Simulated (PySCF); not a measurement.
CH3Te, charge +1, multiplicity 1. Atoms are numbered in the order given.

```xyz
5

C     -1.7634     0.0241     0.0000
Te     0.3246     0.0014     0.0000
H     -2.1760     0.4280    -0.9211
H     -2.1760     0.4280     0.9211
H     -1.9484    -1.0747     0.0000
```
Charge +1, spin multiplicity 1.

Geometry: B3LYP-D3(BJ)/def2-TZVP. The multiplicity is an assumed one; other spin states were not compared. The isomer is the one that the SMILES or the coordinates give; other isomers of the formula were not compared. The def2 effective core potentials stand for the cores of Te; spin–orbit coupling is left out.

Calculation: PBE0/def2-TZVPD run with PySCF.

Mulliken values depend strongly on the basis, most of all with diffuse functions as here. ESP charges are fitted to the potential on shells at 1.4 to 2.0 van der Waals radii. Atomic charges (e):

```json
[
 {"atom": "C1", "Mulliken": "-0.70", "ESP fit": "?"},
 {"atom": "Te2", "Mulliken": "0.83", "ESP fit": "?"},
 {"atom": "H3", "Mulliken": "0.31", "ESP fit": "?"},
 {"atom": "H4", "Mulliken": "0.31", "ESP fit": "?"},
 {"atom": "H5", "Mulliken": "0.26", "ESP fit": "?"}
]
```

Task: Complete the blanks. (Estimate from the structure and the level; the computed values follow.)

Result: 
- C1, ESP fit: -0.33
- Te2, ESP fit: 0.75
- H3, ESP fit: 0.18
- H4, ESP fit: 0.18
- H5, ESP fit: 0.22
